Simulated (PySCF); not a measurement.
Symmetry of computed structures. Method used: PBE0/def2-SVPD in PySCF (dipole) on a GFN2-xTB geometry, gas phase. The symmetry is that of the one conformer found, every atom within 0.08 Å of its image; none is proved a minimum here.

Task: Point group, rotor type and polarity of `[CH2:1]=[C:2]1[CH2:3][C@@:4]1([C:5]#[N:6])[CH2:7][F:8]` with C3–C4–C7–F8 -67°?

Result: C1; asymmetric top; symmetry number 1; this conformer is chiral (no improper operation); dipole 4.64 D; A, B, C = 2487, 1837, 1297 MHz.

Task: What symmetry has `[CH2:1]=[CH:2][N:3]=[C:4]=[O:5]` with C1–C2–N3–C4 0°?

Result: Cs; near-prolate asymmetric top; symmetry number 1; 2 operations, which sort the 8 atoms into 8 sets; dipole 2.23 D, in the ab plane, which is the mirror; A, B, C = 25645, 2886, 2594 MHz; heavy atoms equivalent by symmetry: none.

Task: Point group, rotor type and polarity of 2-fluoropyridine, `c1c(nccc1)F`?

Result: Cs; asymmetric top; symmetry number 1; 2 operations, which sort the 11 atoms into 11 sets; dipole 3.36 D, in the ab plane, which is the mirror.
